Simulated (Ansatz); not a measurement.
Gas-phase electronic energies from Ansatz, PBE0-D4/def2-TZVP geometries. CBS: MP2 limit from def2 TZ/QZ plus the TZ coupled-cluster correction, frozen cores. This one scheme is used for every species. Functionals use def2-TZVPP. B3LYP here is the variant with VWN-RPA as its local correlation; programs differ in this. For Ge outer-core shells are correlated without core-valence functions, which leaves a few kJ/mol of doubt a bond. Scalar relativity is left out up to krypton. One conformer a species, not always the lowest.

Reaction (formal loss of a carbene): `O[C](F)(F)[GeH3]` → `F[C]F` + `[OH][GeH3]`

| level | ΔE (kJ/mol) | difference from CCSD(T)/CBS |
| --- | --- | --- |
| PBE0-D4 | 212.7 | 26.5 |
| B3LYP-D4 | 187.7 | 1.5 |
| PBE | 198.4 | 12.2 |
| PBE0 | 206.6 | 20.4 |
| B3LYP | 176.2 | -10.0 |
| HF/def2-TZVPP | 142.2 | -44.0 |
| SCS-MP2/def2-TZVPP | 179.7 | -6.5 |
| MP2/def2-QZVPP | 196.9 | 10.7 |
| MP2/CBS(def2) | 200.4 | 14.2 |
| CCSD/CBS(def2) | 184.4 | -1.8 |
| CCSD(T)/CBS | 186.2 | 0 |

Largest T1 diagnostic among the species: 0.017.

In def2-TZVPP, CCSD(T) changes the Hartree–Fock value by +37.6 kJ/mol (the triples alone add +1.7 kJ/mol) and MP2 by +51.8 kJ/mol. The D4 term adds +11.5 kJ/mol with B3LYP and +6.1 kJ/mol with PBE0; it sums over pairs of atoms, weighted by their polarisabilities, and B3LYP, whose exchange is more repulsive, gets the larger term.
